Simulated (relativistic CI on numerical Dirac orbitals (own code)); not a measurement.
## Ligand-field terms of d6

Computed with a parametric ligand-field model of a d^n configuration (Racah B and C, spin-orbit zeta, crystal field), exact diagonalisation.

Field parameters in Wybourne normalisation: Td as Oh with Dq negative (B⁴₀ = 21Dq, B⁴₄ = √(5/14) B⁴₀). The field is a parameter set, without covalency.

(1) Ground term and bands for B = 490, C = 1790, ζ = 0 cm⁻¹, Td, 10Dq = -8430 cm⁻¹?

(2) Ground term and bands for B = 490, C = 1790, ζ = 0 cm⁻¹, Td, 10Dq = -1810 cm⁻¹?

(3) Ground term and bands for B = 490, C = 1790, ζ = 0 cm⁻¹, Td, 10Dq = -930 cm⁻¹?

(4) Ground term and bands for B = 490, C = 1790, ζ = 0 cm⁻¹, Td, 10Dq = -9750 cm⁻¹?

(5) Ground term and bands for B = 490, C = 1790, ζ = 0 cm⁻¹, Td, 10Dq = -7100 cm⁻¹?

Results:

(1) Ground term 5E with 3.00 electrons in the two orbitals of the cubic e set. Spin-allowed: 5T2 8430 cm⁻¹ (1186 nm). Lowest spin-forbidden: 3T1 2533 cm⁻¹, 1T2 7589 cm⁻¹ (1318 nm), 1E 8292 cm⁻¹ (1206 nm).

(2) Ground term 5E with 3.00 electrons in the two orbitals of the cubic e set. Spin-allowed: 5T2 1810 cm⁻¹. Lowest spin-forbidden: 3T1 8334 cm⁻¹ (1200 nm), 3E 9359 cm⁻¹ (1068 nm), 3T1 9945 cm⁻¹ (1006 nm).

(3) Ground term 5E with 3.00 electrons in the two orbitals of the cubic e set. Spin-allowed: 5T2 930 cm⁻¹. Lowest spin-forbidden: 3T1 8880 cm⁻¹ (1126 nm), 3E 9268 cm⁻¹ (1079 nm), 3T2 9745 cm⁻¹ (1026 nm).

(4) Ground term 5E with 3.00 electrons in the two orbitals of the cubic e set. Spin-allowed: 5T2 9750 cm⁻¹ (1026 nm). Lowest spin-forbidden: 3T1 1287 cm⁻¹, 1T2 6414 cm⁻¹ (1559 nm), 1E 7145 cm⁻¹ (1400 nm).

(5) Ground term 5E with 3.00 electrons in the two orbitals of the cubic e set. Spin-allowed: 5T2 7100 cm⁻¹ (1408 nm). Lowest spin-forbidden: 3T1 3774 cm⁻¹ (2650 nm), 1T2 8751 cm⁻¹ (1143 nm), 1E 9407 cm⁻¹ (1063 nm).
